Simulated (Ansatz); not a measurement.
`[OH][Ga]([OH])[Cl]` + silanol → `[OH][Ga]([Cl])[O][SiH3]` + H₂O  (ligand exchange at a Ga–O bond)

Computed with Ansatz on PBE0-D4/def2-TZVP structures; ΔE is electronic, products minus reactants. CCSD(T)/CBS adds triple-zeta CCSD(T) − MP2 to the extrapolated MP2 energy (def2 sets, frozen cores). This one scheme is used for every species. DFT in def2-TZVPP. B3LYP here is the variant with VWN-RPA as its local correlation; programs differ in this. For Ga outer-core shells are correlated without core-valence functions, which leaves a few kJ/mol of doubt a bond. Scalar relativity is left out up to krypton. Each species was taken in one conformer, which may not be the lowest.

`[OH][Ga]([OH])[Cl]`:

Z-matrix (Å, degrees):
```
Ga
O 1 1.766
Cl 1 2.121 2 119.0
O 1 1.772 2 119.7 3 180.0
H 2 0.961 1 112.5 3 -180.0
H 4 0.960 1 113.7 2 180.0
```

`O[SiH3]`:

Cartesian coordinates in Å:
```
O 0.543 0.011 -1.161
Si 0.001 0.009 0.395
H -0.107 -0.050 -1.861
H -0.905 1.160 0.663
H 1.208 0.111 1.246
H -0.741 -1.241 0.717
```

`[OH][Ga]([Cl])[O][SiH3]`:

Z-matrix (Å, degrees):
```
Si
O 1 1.640
H 1 1.488 2 110.9
H 1 1.484 2 107.9 3 119.7
H 1 1.488 2 110.8 3 -120.7
Ga 2 1.765 1 137.4 3 56.8
Cl 6 2.114 2 120.5 1 -0.4
O 6 1.764 2 119.6 1 179.6
H 8 0.961 6 112.5 2 -0.0
```

H₂O:

```xyz
3

O     0.246    0.138    0.268
H     0.270   -0.721   -0.159
H    -0.516    0.583   -0.109
```

```tsv
level	ΔE (eV)
B2PLYP	-0.11
r2SCAN	-0.10
B3LYP	-0.08
HF/def2-TZVPP	-0.17
CCSD(T)/def2-TZVPP	-0.17
HF/def2-QZVPP	-0.18
MP2/def2-QZVPP	-0.17
CCSD/CBS(def2)	-0.17
```

(1) What does CCSD(T)/CBS give? (Best estimate.)

Largest T1 diagnostic among the species: 0.013.

Answers

(1) Ansatz gave: -0.17 eV. The listed levels differ from it by 0.06, 0.07, 0.09, 0.00, 0.00, -0.01, 0.00, 0.00 eV.

The D4 term adds −0.07 eV with B3LYP and −0.04 eV with PBE0; it sums over pairs of atoms, weighted by their polarisabilities, and B3LYP, whose exchange is more repulsive, gets the larger term. From PBE to PBE0 (25 % exact exchange), in def2-TZVPP and without D4, ΔE moves by −0.04 eV.
